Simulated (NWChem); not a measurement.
System: CH₅ClFNSi; SMILES C[Si](N)(F)Cl

Input file for NWChem:

```
start job
memory heap 200 mb stack 900 mb global 1100 mb
geometry units angstroms noautosym nocenter noautoz
  C      1.629808     1.085775     0.456693
  Si    -0.004871     0.302492     0.040167
  N     -1.229200     0.755495     1.144821
  F     -0.354917     0.665873    -1.497766
  Cl     0.102607    -1.767915     0.101940
  H      1.966969     0.774821     1.450248
  H      1.548300     2.179549     0.448169
  H      2.394525     0.802889    -0.273792
  H     -2.093603     0.230036     1.196189
  H     -1.373648     1.732984     1.369711
end
basis spherical
  C library def2-svpd
  Si library def2-svpd
  N library def2-svpd
  F library def2-svpd
  Cl library def2-svpd
  H library def2-svpd
end
dft
  xc b3lyp
  iterations 150
end
property
  response 1 0.0
end
task dft property
```

Parts of the log:

```
             Northwest Computational Chemistry Package (NWChem) 7.3.0
             --------------------------------------------------------

                             Geometry "geometry" -> ""
                             -------------------------

 Output coordinates in angstroms (scale by  1.889725989 to convert to a.u.)

  No.       Tag          Charge          X              Y              Z
 ---- ---------------- ---------- -------------- -------------- --------------
    1 C                    6.0000     1.62980800     1.08577500     0.45669300
    2 Si                  14.0000    -0.00487100     0.30249200     0.04016700
    3 N                    7.0000    -1.22920000     0.75549500     1.14482100
    4 F                    9.0000    -0.35491700     0.66587300    -1.49776600
    5 Cl                  17.0000     0.10260700    -1.76791500     0.10194000
    6 H                    1.0000     1.96696900     0.77482100     1.45024800
    7 H                    1.0000     1.54830000     2.17954900     0.44816900
    8 H                    1.0000     2.39452500     0.80288900    -0.27379200
    9 H                    1.0000    -2.09360300     0.23003600     1.19618900
   10 H                    1.0000    -1.37364800     1.73298400     1.36971100

 Effective nuclear repulsion energy (a.u.)     308.6146105893

                              NWChem Property Module
                              ----------------------

                                 NWChem DFT Module
                                 -----------------

 Summary of "ao basis" -> "ao basis" (spherical)
 ------------------------------------------------------------------------------
       Tag                 Description            Shells   Functions and Types
 ---------------- ------------------------------  ------  ---------------------
 C                         def2-svpd                 8       20   4s2p2d
 Si                        def2-svpd                10       24   5s3p2d
 N                         def2-svpd                 8       20   4s2p2d
 F                         def2-svpd                 9       23   4s3p2d
 Cl                        def2-svpd                11       27   5s4p2d
 H                         def2-svpd                 4        8   2s2p

            General Information
            -------------------
          SCF calculation type: DFT
          Wavefunction type:  closed shell.
          No. of atoms     :    10
          No. of electrons :    58
           Alpha electrons :    29
            Beta electrons :    29
          Charge           :     0
          Spin multiplicity:     1
          Use of symmetry is: off; symmetry adaption is: off
          Maximum number of iterations: 150
          AO basis - number of functions:   154
                     number of shells:    66
          Convergence on energy requested:  1.00D-06
          Convergence on density requested:  1.00D-05
          Convergence on gradient requested:  5.00D-04

              XC Information
              --------------
                         B3LYP Method XC Potential
                     Hartree-Fock (Exact) Exchange  0.200
                        Slater Exchange Functional  0.800 local
                    Becke 1988 Exchange Functional  0.720 non-local
              Lee-Yang-Parr Correlation Functional  0.810
                  VWN I RPA Correlation Functional  0.190 local

             Grid Information
             ----------------
          Grid used for XC integration:  medium
          Radial quadrature: Mura-Knowles
          Angular quadrature: Lebedev.
          Tag              B.-S. Rad. Rad. Pts. Rad. Cut. Ang. Pts.
          ---              ---------- --------- --------- ---------
          C                   0.70       49          12.0       434
          Si                  1.10       88          11.0       590
          N                   0.65       49          11.0       434
          F                   0.50       49          11.0       434
          Cl                  1.00       88          12.0       590
          H                   0.35       45          13.0       434
          Grid pruning is: on
          Number of quadrature shells:   548
          Spatial weights used:  Erf1

      Superposition of Atomic Density Guess
      -------------------------------------

 Sum of atomic energies:        -941.73168150

      Non-variational initial energy
      ------------------------------

 Total energy =    -943.719673
 1-e energy   =   -1914.958937
 2-e energy   =     662.624654
 HOMO         =      -0.371389
 LUMO         =       0.033351

   convergence    iter        energy       DeltaE   RMS-Dens  Diis-err
 ---------------- ----- ----------------- --------- --------- ---------
 d= 0,ls=0.0,diis     1   -945.1633886952 -1.25D+03  1.37D-02  7.76D-01
 d= 0,ls=0.0,diis     2   -945.1480169124  1.54D-02  5.40D-03  1.08D+00
 d= 0,ls=0.0,diis     3   -945.2408983568 -9.29D-02  1.10D-03  4.90D-02
 d= 0,ls=0.0,diis     4   -945.2440811925 -3.18D-03  6.03D-04  6.83D-03
 d= 0,ls=0.0,diis     5   -945.2448365700 -7.55D-04  8.58D-05  2.27D-04
  Resetting Diis
 d= 0,ls=0.0,diis     6   -945.2448577684 -2.12D-05  3.92D-05  2.82D-05
 d= 0,ls=0.0,diis     7   -945.2448611933 -3.42D-06  1.19D-05  8.00D-07
 d= 0,ls=0.0,diis     8   -945.2448611340  5.93D-08  8.03D-06  1.28D-06

[...]

 DFT Linear Response polarizability / au
 Frequency  =       0.0000000 / au
              X              Y              Z
 -----------------------------------------------
 X      59.4053479      1.6137854     -1.3502589
 Y       1.6137875     64.5378171      1.8578718
 Z      -1.3502775      1.8578829     52.9438537
 -----------------------------------------------
 Eigenvalues =      59.4206209     65.1732192     52.2931785
 Isotropic   =      58.9623395
 Anisotropic =      11.1756045
 -----------------------------------------------

 Magnetic Dipole Response Matrix (nonzero elements):

 Exiting AOResponse driver routine
```

Level: B3LYP/def2-SVPD. Structure relaxed at the B3LYP/6-31G* (spherical d) level. B3LYP is NWChem's, with the RPA form of VWN correlation.
